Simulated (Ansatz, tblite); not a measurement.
Dissociation curve of C4H9KO, SMILES CC([O][K])(C)C. The C4–H15 bond (C4 also carries C, H, H; H15 carries nothing else) is pulled apart rigidly from the PBE0/def2-SVP optimised geometry. Each curve is given relative to its own lowest point near equilibrium.

```json
[
 {"R / Å": "0.91", "A": "20.9", "B": "17.4", "C": "21.9", "D": "21.6"},
 {"R / Å": "0.97", "A": "8.7", "B": "6.6", "C": "9.4", "D": "9.3"},
 {"R / Å": "1.04", "A": "1.7", "B": "0.9", "C": "2.0", "D": "2.0"},
 {"R / Å": "1.06", "A": "0.7", "B": "0.3", "C": "1.0", "D": "1.0"},
 {"R / Å": "1.10", "A": "0.0", "B": "0.0", "C": "0.0", "D": "0.0"},
 {"R / Å": "1.14", "A": "0.5", "B": "0.8", "C": "0.3", "D": "0.2"},
 {"R / Å": "1.18", "A": "2.0", "B": "2.5", "C": "1.5", "D": "1.4"},
 {"R / Å": "1.24", "A": "5.6", "B": "6.1", "C": "4.7", "D": "4.6"},
 {"R / Å": "1.34", "A": "14.1", "B": "14.1", "C": "12.4", "D": "12.1"},
 {"R / Å": "1.47", "A": "27.3", "B": "25.8", "C": "24.6", "D": "24.0"},
 {"R / Å": "1.60", "A": "41.3", "B": "38.4", "C": "37.5", "D": "36.4"},
 {"R / Å": "1.83", "A": "64.7", "B": "59.3", "C": "59.0", "D": "57.1"},
 {"R / Å": "2.03", "A": "82.4", "B": "74.9", "C": "74.9", "D": "72.5"},
 {"R / Å": "2.34", "A": "104.5", "B": "93.5", "C": "94.5", "D": "91.2"},
 {"R / Å": "2.68", "A": "122.4", "B": "106.9", "C": "109.6", "D": "105.7"},
 {"R / Å": "3.18", "A": "139.9", "B": "117.0", "C": "123.6", "D": "118.9"}
]
```

Energies in kcal/mol.

**Question.** Match the curves with the methods GFN2-xTB, 300 K electronic temperature (tblite); Ansatz (a quantum-chemistry and plane-wave program) with restricted BLYP/def2-SVP; restricted PBE/def2-SVP (Ansatz); Ansatz with restricted PBE0/def2-SVP.

**Answer.** A is RKS-PBE0; B is GFN2-xTB; C is RKS-PBE; D is RKS-BLYP.

The restricted form behind RKS-BLYP, RKS-PBE, RKS-PBE0 keeps the bonding electrons paired and can't separate into open-shell fragments.
